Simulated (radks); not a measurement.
Results of a calculation; reference values are marked as such.
Spin polarisation of the 4f8 shell in Tb3+. Start: [Xe] 4f(up 4, down 4); electrons of 4f are moved from spin down to spin up, other shells keep equal spins. Level of theory: scalar-relativistic Kohn-Sham, r2SCAN, spin-polarised, spherical densities, finite nucleus; meta-GGA in the generalised Kohn-Sham scheme; Fermi nuclear charge, rms radius of each element as measured or else 0.836 A^(1/3) + 0.57 fm (a radial shooting solver on a logarithmic mesh with Libxc functionals).

moment (Bohr magnetons)  E - E(0) (eV)  e(4f up) (eV)  e(4f down) (eV)  5p down minus up (eV)
0                                0.000        -33.914          -33.914                  0.000
1                               -0.265        -34.425          -33.363                  0.367
2                               -1.062        -34.895          -32.773                  0.736
3                               -2.389        -35.325          -32.142                  1.107
4                               -4.246        -35.713          -31.471                  1.482
5                               -6.633        -36.059          -30.757                  1.863
6                               -9.550        -36.359          -30.001                  2.251

At moment 6 the spin-polarisation energy is -9.550 eV and the 4f exchange splitting 6.358 eV, that is 1.060 eV per Bohr magneton; E = -I m^2/4 would give I = 1.061 eV.
